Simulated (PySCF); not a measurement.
## `InChI=1S/C5H5FS/c6-3-4-1-2-5(4)7/h1-2,4H,3H2/t4-/m1/s1`

Molfile (atoms numbered from 1):
```
C5H5FS
     RDKit          3D

 12 12  0  0  0  0  0  0  0  0999 V2000
   -2.0208   -1.2766    0.9040 F   0  0  0  0  0  0  0  0  0  0  0  0
   -1.4969   -0.3108    0.0819 C   0  0  0  0  0  0  0  0  0  0  0  0
   -0.1070    0.0860    0.5516 C   0  0  1  0  0  0  0  0  0  0  0  0
    1.0509   -0.8155    0.1648 C   0  0  0  0  0  0  0  0  0  0  0  0
    1.6559    0.1194   -0.5929 C   0  0  0  0  0  0  0  0  0  0  0  0
    0.6182    1.1011   -0.3475 C   0  0  0  0  0  0  0  0  0  0  0  0
    0.2730    2.5961   -0.8359 S   0  0  0  0  0  0  0  0  0  0  0  0
   -1.4745   -0.7284   -0.9301 H   0  0  0  0  0  0  0  0  0  0  0  0
   -2.1753    0.5481    0.1217 H   0  0  0  0  0  0  0  0  0  0  0  0
   -0.1440    0.3604    1.6082 H   0  0  0  0  0  0  0  0  0  0  0  0
    1.2622   -1.8366    0.4193 H   0  0  0  0  0  0  0  0  0  0  0  0
    2.5594    0.1560   -1.1713 H   0  0  0  0  0  0  0  0  0  0  0  0
  1  2  1  0
  2  3  1  0
  3  4  1  0
  4  5  2  0
  5  6  1  0
  6  7  2  0
  6  3  1  0
  2  8  1  0
  2  9  1  0
  3 10  1  1
  4 11  1  0
  5 12  1  0
M  END
```

Computed with PySCF 2.14.0, GIAO wB97X-D/pcSseg-1 magnetisability, rotational g tensor and spin-rotation constants, non-relativistic, gas phase. Geometry: GFN2-xTB.

Task: Give the nuclear spin-rotation constants along the inertial axes (H = +C I·J) beside the isotropic shieldings.

Result: Rotational constants 3.8730, 1.4543, 1.1027 GHz. A star marks the isotopologue with that one atom substituted, in its own axes.
| atom | isotope | Caa (kHz) | Cbb (kHz) | Ccc (kHz) | mean (kHz) | σ (ppm) |
| --- | --- | --- | --- | --- | --- | --- |
| F1 | 19F | 1.600 | 0.333 | 0.050 | 0.661 | 432.2 |
| H8 | 1H | -0.442 | -0.137 | 0.067 | -0.171 | 27.4 |
| H9 | 1H | -0.393 | 0.094 | -0.106 | -0.135 | 26.6 |
| H10 | 1H | -0.399 | -0.170 | 0.061 | -0.169 | 28.1 |
| H11 | 1H | 0.091 | 0.043 | -0.131 | 0.001 | 22.2 |
| H12 | 1H | -0.112 | 0.011 | -0.106 | -0.069 | 25.2 |
| C2 | 13C* | 0.742 | 0.412 | 0.297 | 0.483 | 97.5 |
| C3 | 13C* | 0.760 | 0.327 | 0.228 | 0.438 | 124.3 |
| C4 | 13C* | 1.645 | 0.822 | 0.191 | 0.886 | 5.6 |
| C5 | 13C* | 1.370 | 0.715 | 0.224 | 0.770 | 30.9 |
| C6 | 13C* | 2.465 | 0.893 | 0.270 | 1.209 | -65.7 |
| S7 | 33S* | 3.549 | 1.312 | 0.218 | 1.693 | -398.7 |

For the geometry as given, no vibrational averaging.

Task: How do the rotational constants and the g tensor change when H8, H9, H10, H11, H12 are replaced by deuterium?

Result: Constants 3.3631, 1.4040, 1.0509 GHz; g -0.0522, -0.0322, -0.0120, against -0.0604, -0.0331, -0.0126 before.
